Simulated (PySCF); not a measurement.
FH7N2Si2, SMILES N[SiH2]N[SiH2]F. Atoms are numbered in the order given.

```xyz
12

Si     1.3717    -0.1975    -0.9374
F      2.2975    -0.6344     0.3521
N     -0.3155    -0.4809    -0.6720
Si    -1.4785     0.5831     0.1352
N     -1.8007     0.3521     1.8276
H      1.5806     1.2706    -1.1359
H      1.8426    -1.0338    -2.0888
H     -0.6320    -1.4422    -0.8435
H     -2.8042     0.4005    -0.5459
H     -0.8927     1.9522    -0.0403
H     -2.4195    -0.4080     2.1201
H     -1.0430     0.4724     2.5053
```

The structure is a stationary point at PBE-D3(BJ)/def2-SVP. This is a generated structure with no PubChem entry under its InChIKey; it may be hypothetical. One conformer was computed; it need not be the lowest.

Level of theory: PBE/pcSseg-1 run with PySCF.

GIAO shieldings, no solvent; atoms listed in one row are averaged. δ = σ(ref) − σ: ²⁹Si against TMS (σ = 335.4 ppm); ¹⁹F against CFCl3 (σ = 133.6 ppm); ¹⁵N against NH3 (σ = 267.0 ppm); ¹H against TMS (σ = 31.49 ppm), references at their B3LYP-D3(BJ)/def2-TZVP geometries, non-relativistic.

Computed chemical shifts:
```
nucleus    atoms  count  δ (ppm)
-------  -------  -----  -------
²⁹Si         Si1      1    -17.7
²⁹Si         Si4      1    -36.9
¹⁹F           F2      1   -175.6
¹⁵N           N3      1     91.6
¹⁵N           N5      1     48.3
¹H        H6, H7      2     5.51
¹H       H9, H10      2     5.22
¹H            H8      1     2.55
¹H           H11      1     1.62
¹H           H12      1     1.32
```
